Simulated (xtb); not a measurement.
Input for xtb: GFN2-xTB on H2O (SMILES O).

```
$ xtb mol.xyz --gfn 2 --sp --chrg 0 --uhf 0
3

O     -0.00000000     0.00000000     0.38961139
H      0.00000000     0.76498632    -0.19485569
H      0.00000000    -0.76498632    -0.19485569
```

Program output:

```
[...]
           -------------------------------------------------
          |                Calculation Setup                |
           -------------------------------------------------



           -------------------------------------------------
          |                 G F N 2 - x T B                 |
           -------------------------------------------------

        Reference                      10.1021/acs.jctc.8b01176
      * Hamiltonian:
        H0-scaling (s, p, d)           1.850000    2.230000    2.230000
        zeta-weighting                 0.500000
      * Dispersion:
        s8                             2.700000
        a1                             0.520000
        a2                             5.000000
        s9                             5.000000
      * Repulsion:
        kExp                           1.500000    1.000000
        rExp                           1.000000
      * Coulomb:
        alpha                          2.000000
        third order                    shell-resolved
        anisotropic                    true
        a3                             3.000000
        a5                             4.000000
        cn-shift                       1.200000
        cn-exp                         4.000000
        max-rad                        5.000000


          ...................................................
          :                      SETUP                      :
          :.................................................:
          :  # basis functions                   6          :
          :  # atomic orbitals                   6          :
          :  # shells                            4          :
          :  # electrons                         8          :
          :  max. iterations                   250          :
          :  Hamiltonian                  GFN2-xTB          :
          :  restarted?                      false          :
          :  GBSA solvation                  false          :
          :  PC potential                    false          :
          :  electronic temp.          300.0000000     K    :
          :  accuracy                    1.0000000          :
          :  -> integral cutoff          0.2500000E+02      :
          :  -> integral neglect         0.1000000E-07      :
          :  -> SCF convergence          0.1000000E-05 Eh   :
          :  -> wf. convergence          0.1000000E-03 e    :
          :  Broyden damping             0.4000000          :
          :  net charge                          0          :
          :  unpaired electrons                  0          :
          ...................................................

 iter      E             dE          RMSdq      gap      omega  full diag
   1     -5.1021717 -0.510217E+01  0.421E+00   14.75       0.0  T
   2     -5.1034750 -0.130337E-02  0.242E+00   14.46       1.0  T
   3     -5.1037101 -0.235064E-03  0.384E-01   14.24       1.0  T
   4     -5.1037710 -0.608971E-04  0.885E-02   14.39       1.0  T
   5     -5.1037738 -0.276093E-05  0.570E-02   14.34       1.0  T
   6     -5.1037757 -0.193311E-05  0.129E-03   14.36      44.8  T
   7     -5.1037757 -0.402420E-09  0.982E-04   14.36      58.8  T
   8     -5.1037757 -0.582977E-09  0.195E-05   14.36    2953.5  T

   *** convergence criteria satisfied after 8 iterations ***

         #    Occupation            Energy/Eh            Energy/eV
      -------------------------------------------------------------
         1        2.0000           -0.6805504             -18.5187
         2        2.0000           -0.5665844             -15.4175
         3        2.0000           -0.5135349             -13.9740
         4        2.0000           -0.4469670             -12.1626 (HOMO)
         5                          0.0808013               2.1987 (LUMO)
         6                          0.2380526               6.4777
      -------------------------------------------------------------
                  HL-Gap            0.5277683 Eh           14.3613 eV
             Fermi-level           -0.1830828 Eh           -4.9819 eV

 SCC (total)                   0 d,  0 h,  0 min,  0.002 sec
 SCC setup                      ...        0 min,  0.000 sec (  7.289%)
 Dispersion                     ...        0 min,  0.000 sec (  1.888%)
 classical contributions        ...        0 min,  0.000 sec (  1.962%)
 integral evaluation            ...        0 min,  0.000 sec (  7.836%)
 iterations                     ...        0 min,  0.001 sec ( 61.608%)
 molecular gradient             ...        0 min,  0.000 sec ( 10.974%)
 printout                       ...        0 min,  0.000 sec (  7.661%)

         :::::::::::::::::::::::::::::::::::::::::::::::::::::
         ::                     SUMMARY                     ::
         :::::::::::::::::::::::::::::::::::::::::::::::::::::
         :: total energy              -5.070450275136 Eh    ::
         :: gradient norm              0.008288796259 Eh/a0 ::
         :: HOMO-LUMO gap             14.361305989711 eV    ::
         ::.................................................::
         :: SCC energy                -5.103775705825 Eh    ::
         :: -> isotropic ES            0.031409183286 Eh    ::
         :: -> anisotropic ES          0.000565916807 Eh    ::
         :: -> anisotropic XC         -0.000794302046 Eh    ::
         :: -> dispersion             -0.000141287509 Eh    ::
         :: repulsion energy           0.033325430690 Eh    ::
         :: add. restraining           0.000000000000 Eh    ::
         :: total charge               0.000000000000 e     ::
         :::::::::::::::::::::::::::::::::::::::::::::::::::::

           -------------------------------------------------
          |                Property Printout                |
           -------------------------------------------------

    * Orbital Energies and Occupations

         #    Occupation            Energy/Eh            Energy/eV
      -------------------------------------------------------------
         1        2.0000           -0.6805504             -18.5187
         2        2.0000           -0.5665844             -15.4175
         3        2.0000           -0.5135349             -13.9740
         4        2.0000           -0.4469670             -12.1626 (HOMO)
         5                          0.0808013               2.1987 (LUMO)
         6                          0.2380526               6.4777
      -------------------------------------------------------------
                  HL-Gap            0.5277683 Eh           14.3613 eV
             Fermi-level           -0.1830828 Eh           -4.9819 eV

     #   Z          covCN         q      C6AA      α(0)
     1   8 O        1.610    -0.563    24.315     6.655
     2   1 H        0.805     0.281     0.780     1.387
     3   1 H        0.805     0.281     0.780     1.387

 Mol. C6AA /au·bohr⁶  :         44.525131
 Mol. C8AA /au·bohr⁸  :        795.341129
 Mol. α(0) /au        :          9.428973


Wiberg/Mayer (AO) data.
largest (>0.10) Wiberg bond orders for each atom

 ---------------------------------------------------------------------------
     #   Z sym  total        # sym  WBO       # sym  WBO       # sym  WBO
 ---------------------------------------------------------------------------
     1   8 O    1.841 --     3 H    0.921     2 H    0.921
     2   1 H    0.921 --     1 O    0.921
     3   1 H    0.921 --     1 O    0.921
 ---------------------------------------------------------------------------

Topologies differ in total number of bonds
Writing topology from bond orders to xtbtopo.mol

molecular dipole:
                 x           y           z       tot (Debye)
 q only:        0.000       0.000      -0.622
   full:        0.000       0.000      -0.889       2.259
Note: The following floating-point exceptions are signalling: IEEE_DENORMAL
normal termination of xtb
molecular quadrupole (traceless):
                xx          xy          yy          xz          yz          zz
 q only:       -0.474       0.000       1.291       0.000      -0.000      -0.817
  q+dip:       -0.547       0.000       1.703      -0.000      -0.000      -1.156
   full:       -0.807       0.000       1.913      -0.000      -0.000      -1.105


           -------------------------------------------------
          | TOTAL ENERGY               -5.070450275136 Eh   |
          | GRADIENT NORM               0.008288796259 Eh/α |
          | HOMO-LUMO GAP              14.361305989711 eV   |
           -------------------------------------------------

------------------------------------------------------------------------
------------------------------------------------------------------------
 total:
 SCF:
```

The run finished.

Cost: very roughly 0.05 core-seconds.
